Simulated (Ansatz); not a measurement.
Ansatz (a quantum-chemistry and plane-wave program) input (HF/3-21G): The .json file is the Basis Set Exchange's 3-21G.

Ansatz 0.2 input:
```yaml
crystal:
  periodic: [false, false, false]
  atoms:
    - {symbol: Si, position_ang: [-1.02397325, 0.01743647, -0.06349657]}
    - {symbol: Cl, position_ang: [1.04125393, -0.01773073, 0.06456814]}
    - {symbol: H, position_ang: [-1.66170387, 1.32977543, -0.08800038]}
    - {symbol: H, position_ang: [-1.70398737, -1.27246360, -0.12070608]}
basis:
  gaussian:
    orbitals: 3-21G.json
hamiltonian:
  xc: {name: HF}
total_charge: 1
phonons: {temperatures: {t_min: 298.15, t_max: 298.15, t_step: 100}}
```

Output:

```
WARN ansatz: RAYON_NUM_THREADS=1 ignored (pool sized by the plan → 1); use --threads N
Functional definition: HF
integrals: 0.00 GiB planned
354 factors; integrals over basis functions are off by at most 3.0e-4 eV
mean field: 0.06 GiB planned
mean field evaluation 1: about -20285.2710 eV, gradient 2.4e1 eV
mean field evaluation 2: about -20285.2723 eV, gradient 2.4e1 eV
mean field evaluation 4: about -20287.3795 eV, gradient 1.1e0 eV
mean field evaluation 8: about -20287.3912 eV, gradient 2.0e-3 eV
mean field -20287.39121727 eV, -745.5478759472 hartree, gradient 1.9e-5 eV, S^2 0.000000; 0 other end points of the search recorded, 0 dependent functions left out
the calculation of the forces begins
reference -20287.39121727 eV, -745.5478759472 hartree; 16, 16 occupied and 14, 14 virtual orbitals, 354 factors
these checks for a lower state are left out or cut short: stability, starts, cluster_reference, orbital_swaps, neighbouring_geometries, increment
integrals: 0.00 GiB planned
354 factors; integrals over basis functions are off by at most 3.0e-4 eV
mean field: 0.06 GiB planned
mean field evaluation 16: about -20287.3911 eV, gradient 2.4e-6 eV
mean field -20287.39113975 eV, -745.5478730982 hartree, gradient 2.7e-6 eV, S^2 0.000000; 0 other end points of the search recorded, 0 dependent functions left out
the calculation of the forces begins
reference -20287.39113975 eV, -745.5478730982 hartree; 16, 16 occupied and 14, 14 virtual orbitals, 354 factors
these checks for a lower state are left out or cut short: stability, starts, cluster_reference, orbital_swaps, neighbouring_geometries, increment
integrals: 0.00 GiB planned
354 factors; integrals over basis functions are off by at most 3.0e-4 eV
mean field: 0.06 GiB planned
mean field -20287.39113684 eV, -745.5478729914 hartree, gradient 1.6e-6 eV, S^2 0.000000; 0 other end points of the search recorded, 0 dependent functions left out
the calculation of the forces begins
reference -20287.39113684 eV, -745.5478729914 hartree; 16, 16 occupied and 14, 14 virtual orbitals, 354 factors
these checks for a lower state are left out or cut short: stability, starts, cluster_reference, orbital_swaps, neighbouring_geometries, increment
integrals: 0.00 GiB planned
354 factors; integrals over basis functions are off by at most 3.0e-4 eV
mean field: 0.06 GiB planned
mean field -20287.39119081 eV, -745.5478749747 hartree, gradient 2.2e-6 eV, S^2 0.000000; 0 other end points of the search recorded, 0 dependent functions left out
the calculation of the forces begins
reference -20287.39119081 eV, -745.5478749747 hartree; 16, 16 occupied and 14, 14 virtual orbitals, 354 factors
these checks for a lower state are left out or cut short: stability, starts, cluster_reference, orbital_swaps, neighbouring_geometries, increment
integrals: 0.00 GiB planned
354 factors; integrals over basis functions are off by at most 3.0e-4 eV
mean field: 0.06 GiB planned
mean field evaluation 32: about -20287.3912 eV, gradient 9.1e-2 eV
mean field -20287.39119826 eV, -745.5478752484 hartree, gradient 2.4e-6 eV, S^2 0.000000; 0 other end points of the search recorded, 0 dependent functions left out
the calculation of the forces begins
reference -20287.39119826 eV, -745.5478752484 hartree; 16, 16 occupied and 14, 14 virtual orbitals, 354 factors
these checks for a lower state are left out or cut short: stability, starts, cluster_reference, orbital_swaps, neighbouring_geometries, increment
integrals: 0.00 GiB planned
354 factors; integrals over basis functions are off by at most 3.0e-4 eV
mean field: 0.06 GiB planned
mean field -20287.39120064 eV, -745.5478753358 hartree, gradient 1.9e-6 eV, S^2 0.000000; 0 other end points of the search recorded, 0 dependent functions left out
the calculation of the forces begins
reference -20287.39120064 eV, -745.5478753358 hartree; 16, 16 occupied and 14, 14 virtual orbitals, 354 factors
these checks for a lower state are left out or cut short: stability, starts, cluster_reference, orbital_swaps, neighbouring_geometries, increment
integrals: 0.00 GiB planned
354 factors; integrals over basis functions are off by at most 3.0e-4 eV
mean field: 0.06 GiB planned
mean field -20287.39119673 eV, -745.5478751921 hartree, gradient 2.0e-6 eV, S^2 0.000000; 0 other end points of the search recorded, 0 dependent functions left out
the calculation of the forces begins
reference -20287.39119673 eV, -745.5478751921 hartree; 16, 16 occupied and 14, 14 virtual orbitals, 354 factors
these checks for a lower state are left out or cut short: stability, starts, cluster_reference, orbital_swaps, neighbouring_geometries, increment
integrals: 0.00 GiB planned
354 factors; integrals over basis functions are off by at most 3.0e-4 eV
mean field: 0.06 GiB planned
mean field -20287.39119259 eV, -745.5478750402 hartree, gradient 2.8e-6 eV, S^2 0.000000; 0 other end points of the search recorded, 0 dependent functions left out
the calculation of the forces begins
reference -20287.39119259 eV, -745.5478750402 hartree; 16, 16 occupied and 14, 14 virtual orbitals, 354 factors
these checks for a lower state are left out or cut short: stability, starts, cluster_reference, orbital_swaps, neighbouring_geometries, increment
integrals: 0.00 GiB planned
354 factors; integrals over basis functions are off by at most 3.0e-4 eV
mean field: 0.06 GiB planned
mean field -20287.39118323 eV, -745.5478746961 hartree, gradient 1.3e-6 eV, S^2 0.000000; 0 other end points of the search recorded, 0 dependent functions left out
the calculation of the forces begins
reference -20287.39118323 eV, -745.5478746961 hartree; 16, 16 occupied and 14, 14 virtual orbitals, 354 factors
Total energy: -20287.39121727 eV, -745.5478759472 hartree
Atom 0 at    -1.023973     0.017436    -0.063497 Å, force     0.000944    -0.000016     0.000059 eV/Å
Atom 1 at     1.041254    -0.017731     0.064568 Å, force    -0.002589     0.000044    -0.000161 eV/Å
Atom 2 at    -1.661704     1.329775    -0.088000 Å, force     0.000779    -0.002664     0.000018 eV/Å
Atom 3 at    -1.703987    -1.272464    -0.120706 Å, force     0.000866     0.002636     0.000084 eV/Å
Dipole moment:    -1.285098     0.021883    -0.079689 e Å
Vibrations: 579.50 635.42 750.60 967.76 2418.20 2482.46 cm⁻¹, zero-point energy 0.485642 eV
```

The blocks after the first are displaced geometries, from whose forces the wavenumbers follow.

The dipole moment of an ion depends on the origin.
